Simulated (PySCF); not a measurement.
Computed shifts of a molecule C3H9AlO, PBE0/pcSseg-1 run with PySCF, GIAO, gas phase, atoms alike by connectivity averaged where their shifts nearly agree, in ppm (number of nuclei): ¹³C: 12.3 (1), 5.2 (1), -11.4 (1). ¹H: 3.12 (1), 1.31 (3), 0.41 (2), -0.14 (3). References: ¹³C against TMS (σ = 186.3 ppm); ¹H against TMS (σ = 31.56 ppm); ¹⁷O against H2O (σ = 334.2 ppm), references at their B3LYP-D3(BJ)/def2-TZVP geometries, non-relativistic. Geometry optimised at r2SCAN-D4/def2-SVP. Other conformers were not sampled.

Task: Which molecule gave these data?
A) CC[CH2][AlH][OH]
B) CC(C)[O][AlH2]
C) C[CH2][Al]([CH3])[OH]
D) C[CH2][AlH][O]C

Result: C, C[CH2][Al]([CH3])[OH]
